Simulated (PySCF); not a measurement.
Compound: C₄H₈Si.
Cartesian coordinates in Å at the GFN2-xTB level; atoms count from 1:
```
atom  x, y, z in Å
C1     2.9443   -0.4833    0.1378
C2     1.5711   -0.0482    0.2678
C3     0.4274    0.3155    0.3787
Si4   -1.3255    0.8688    0.5441
C5    -2.4224   -0.2988   -0.4746
H6     3.3402   -0.7659    1.1134
H7     3.0023   -1.3428   -0.5301
H8     3.5531    0.3234   -0.2706
H9    -1.4365    2.2421    0.0318
H10   -1.7086    0.8131    1.9622
H11   -2.1431   -0.2877   -1.5245
H12   -3.4683   -0.0121   -0.4089
H13   -2.3383   -1.3235   -0.1233
```

Level of theory: TDDFT CAM-B3LYP/def2-SVPD, vertical, gas phase, core orbitals frozen in the response (PySCF 2.14.0, density-fitted response routines).

Transition dipole moments from the ground state, in atomic units and in the frame of the coordinates above (overall signs are arbitrary), for the states with f of 0.002 or more among the lowest 8:

```
state  E (eV)      μx      μy      μz
   S2   6.324  -0.118  -0.038  -0.038
   S4   7.167   0.201   0.149   0.126
   S5   7.176   0.006   0.083  -0.136
   S6   7.909   1.441  -0.123   0.112
   S8   8.277  -0.661   0.116  -0.006
```

**Question.** What oscillator strength does each state have?

**Answer.** f = (2/3) ΔE |μ|² with ΔE in hartree (27.2114 eV).

```tsv
state	|μ|² (au)	|μ| (D)	f
S2	0.017	0.33	0.003
S4	0.079	0.71	0.014
S5	0.025	0.40	0.004
S6	2.103	3.69	0.407
S8	0.450	1.71	0.091
```

**Question.** Which bond between heavy atoms lies closest to the direction of the S6 transition dipole?

**Answer.** C3–Si4, C1–C2 and C2–C3, at 16° from it; next Si4–C5 at 56°.

**Question.** What angle do the transition dipoles of S4 and S8 make?

**Answer.** |cos θ| = |μa·μb| / (|μa| |μb|) = 0.62, so θ ≈ 52° (taken between 0 and 90°, since the signs are arbitrary).

**Question.** What peak molar absorption coefficient would the strongest computed level give as a lone Gaussian band 0.4 eV wide at half height?

**Answer.** ε(max) = 2.175×10⁸ f / FWHM, with the width in cm⁻¹. S6: 2.175×10⁸ × 0.4075 / 3226 ≈ 27000 L mol⁻¹ cm⁻¹.
